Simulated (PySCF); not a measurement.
CH₄OSe₂, SMILES CO[Se][SeH]. Atoms are numbered in the order given.

```xyz
8

Se     0.4538    -0.1929     0.8635
O      1.6919    -0.6531    -0.3555
C      1.3475    -1.7383    -1.1924
H      0.4940    -1.4851    -1.8483
H      2.2257    -1.9430    -1.8235
H      1.0957    -2.6452    -0.6131
Se    -1.1438     0.8421    -0.4234
H     -1.9765    -0.3433    -0.6807
```
Charge 0, spin multiplicity 1.

Coordinates come from a ωB97X-D3(BJ)/def2-SVP optimisation. Other conformers were not sampled.

Level of theory: HF/pcSseg-1 (PySCF).

GIAO shieldings, no solvent; atoms alike by connectivity are averaged. δ = σ(ref) − σ: ⁷⁷Se against Me2Se (σ = 1942.8 ppm); ¹⁷O against H2O (σ = 333.0 ppm); ¹³C against TMS (σ = 192.6 ppm); ¹H against TMS (σ = 31.99 ppm), references at their B3LYP-D3(BJ)/def2-TZVP geometries, non-relativistic.

### Question
Estimate the chemical shifts. (Estimate from the structure and the level; the computed values follow.)

### Answer

```
nucleus       atoms  count  δ (ppm)
-------  ----------  -----  -------
⁷⁷Se            Se1      1   1219.2
⁷⁷Se            Se7      1    143.3
¹⁷O              O2      1    -38.8
¹³C              C3      1     58.4
¹H               H8      1     4.40
¹H       H4, H5, H6      3     3.64
```
